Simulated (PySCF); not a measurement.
1,3-disilinane (C₄H₁₂Si₂), SMILES C1C[SiH2]C[SiH2]C1. The structure is a stationary point at ωB97X-D3(BJ)/def2-SVP. Other conformers were not sampled.

Task: Give the equilibrium geometry at ωB97X-D3(BJ)/def2-SVP (PySCF confirms it by a frequency run) as Cartesian coordinates in Å, and its point group. (An estimate is asked for; the answer gives what the named calculation found.)

Result: Several could match; the one computed here: point group Cs.
```xyz
18

C      0.2754     1.8031     0.0000
C     -0.2911     1.1794     1.2895
Si     0.1622    -0.6400     1.5252
C     -0.3920    -1.5907     0.0000
Si     0.1622    -0.6400    -1.5252
C     -0.2911     1.1794    -1.2895
H      1.3766     1.7067     0.0000
H      0.0705     2.8876     0.0000
H      0.0627     1.7432     2.1699
H     -1.3930     1.2702     1.2945
H      1.6480    -0.7568     1.6656
H     -0.4658    -1.1721     2.7740
H     -0.0040    -2.6223     0.0000
H     -1.4948    -1.6485     0.0000
H     -0.4658    -1.1721    -2.7740
H      1.6480    -0.7568    -1.6656
H     -1.3930     1.2702    -1.2945
H      0.0627     1.7432    -2.1699
```
